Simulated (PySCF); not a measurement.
## S³⁺ (sulfur, charge +3): UHF calculation

Configuration: [Ne] 3s2 3p1, 2P determinant. Computed with PySCF 2.14 in cc-pV(D+d)Z (4s3p2d, 23 functions), with the non-relativistic Hamiltonian (point nucleus).

| Property | Result |
| --- | --- |
| Total energy | -395.068820 hartree |
| One-electron energy | -526.4676 hartree |
| Hartree (Coulomb) energy | 155.3687 hartree |
| Exchange energy | -23.9699 hartree |
| Kinetic energy | 394.60349 hartree |
| ⟨S²⟩ | 0.7605 |
| ⟨L²⟩ | 2.032 |
| Sum of ⟨r⟩ | 8.554 bohr |
| Sum of ⟨r²⟩ | 10.71 bohr² |
| Traceless quadrupole moment −½Σ⟨3z² − r²⟩ along its main axis | -1.32 e·bohr² |
| Density at the nucleus (Gaussians lack the cusp) | 2600 bohr⁻³ |
| Spin density at the nucleus | 0.146 bohr⁻³ |
| Langevin diamagnetic susceptibility | -8.48 ×10⁻⁶ cm³/mol |
| Time after the integrals | 0.05 s of wall time on 1 thread of Neoverse-V1 (shared host) |

```
shell  electrons  mean orbital energy (eV)  spread (eV)  rms radius, mean of both spins (bohr)
 1s α          1                   -2547.8            0                                  0.113
 1s β          1                   -2547.5            0                                  0.113
 2s α          1                   -287.32            0                                  0.517
 2s β          1                   -286.96            0                                  0.517
 2p α          3                   -224.18        0.588                                  0.491
 2p β          3                   -223.54        0.829                                  0.491
 3s α          1                   -59.313            0                                   1.65
 3s β          1                   -55.793            0                                   1.65
 3p α          1                   -47.002            0                                   1.80
```
